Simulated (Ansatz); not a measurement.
Consider the redistribution: `[GeH3][CH2]CBr` + `N[SiH2][SiH3]` → `N[SiH2][GeH3]` + `[SiH3]CCBr`.

Isolated molecules relaxed with PBE0-D4/def2-TZVP in Ansatz; ΔE leaves out vibrations. CCSD(T)/CBS adds triple-zeta CCSD(T) − MP2 to the extrapolated MP2 energy (def2 sets, frozen cores). This one scheme is used for every species. For Br, Ge outer-core shells are correlated without core-valence functions, which leaves a few kJ/mol of doubt a bond. Scalar relativity is left out up to krypton. One conformer a species, not always the lowest.

```csv
species,MP2/CBS(def2) energy (Eh)
`[GeH3][CH2]CBr`,-4729.67284
`N[SiH2][SiH3]`,-637.01370
`N[SiH2][GeH3]`,-2424.05864
`[SiH3]CCBr`,-2942.63756
```

Problem. Work out ΔE.

Solution. ΔE = (-2424.05864) + (-2942.63756) − (-4729.67284) − (-637.01370) = -0.00966 Eh = -0.26 eV. CCSD(T)/CBS gives -0.24 eV.

Largest T1 diagnostic among the species: 0.011.
